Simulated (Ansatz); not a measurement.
Li8I8 (started as a model of: 2x2x4 LiI rock-salt block), 16 atoms. Hardware: 4 threads of Arm Neoverse V2 on a shared host.

In the def2 sets I takes a core potential; there is no spin–orbit coupling. Correlated methods freeze 32 core orbitals; core or outer-core shells of Li, I are correlated, in sets that lack core-valence functions.

(1) How many basis functions does each of these Ansatz runs have, and roughly what does it cost? PBE-D4/def2-SVP, charge 0 triplet at the geometry of the charge 0 singlet, energy; PBE-D4/def2-SVP, charge -1 doublet at the geometry of the charge 0 singlet, energy; RPA@PBE/def2-SVP, charge 0 singlet, energy, from earlier orbitals; MP2/def2-SVP, charge 0 singlet, energy, from earlier orbitals; PBE-D4/def2-SVP, charge 0 singlet, relaxation, 4 steps; PBE-D4/def2-SVP, charge -1 doublet, relaxation, 3 steps; PBE-D4/def2-SVP, charge 1 doublet at the geometry of the charge 0 singlet, energy; PBE-D4/def2-SVP, charge 0 singlet, energy, from earlier orbitals; PBE-D4/def2-SVP, charge 1 doublet, relaxation, 25 steps; PBE0-D4/def2-SVP, charge 0 singlet, energy and forces, from earlier orbitals; PBE-D4/def2-SVP, charge -1 doublet, energy, from earlier orbitals; PBE-D4/def2-SVP, charge 1 doublet, energy, from earlier orbitals.

## Answers

(1) Other jobs shared the machine, so times can vary by a factor of up to 3.

```
                                                                               run  functions  fitting or Cholesky vectors  wall time  peak host memory (GiB)
                  PBE-D4/def2-SVP, charge 0 singlet, energy, from earlier orbitals        280                         3616       15 s                    0.83
                 PBE-D4/def2-SVP, charge -1 doublet, energy, from earlier orbitals        280                         3616       20 s                    0.99
                  PBE-D4/def2-SVP, charge 1 doublet, energy, from earlier orbitals        280                         3616       23 s                    0.99
PBE-D4/def2-SVP, charge -1 doublet at the geometry of the charge 0 singlet, energy        280                         3616       29 s                    0.99
                     MP2/def2-SVP, charge 0 singlet, energy, from earlier orbitals        280                         3704       36 s                     1.9
      PBE0-D4/def2-SVP, charge 0 singlet, energy and forces, from earlier orbitals        280                         3704       39 s                     1.9
                            PBE-D4/def2-SVP, charge 0 singlet, relaxation, 4 steps        280                         3616       41 s                     0.8
 PBE-D4/def2-SVP, charge 1 doublet at the geometry of the charge 0 singlet, energy        280                         3616       47 s                       1
                           PBE-D4/def2-SVP, charge -1 doublet, relaxation, 3 steps        280                         3616       52 s                    0.86
                 RPA@PBE/def2-SVP, charge 0 singlet, energy, from earlier orbitals        280                         3704       57 s                     1.9
 PBE-D4/def2-SVP, charge 0 triplet at the geometry of the charge 0 singlet, energy        280                         3616       64 s                     1.1
                           PBE-D4/def2-SVP, charge 1 doublet, relaxation, 25 steps        280                         3616    8.6 min                    0.94
```
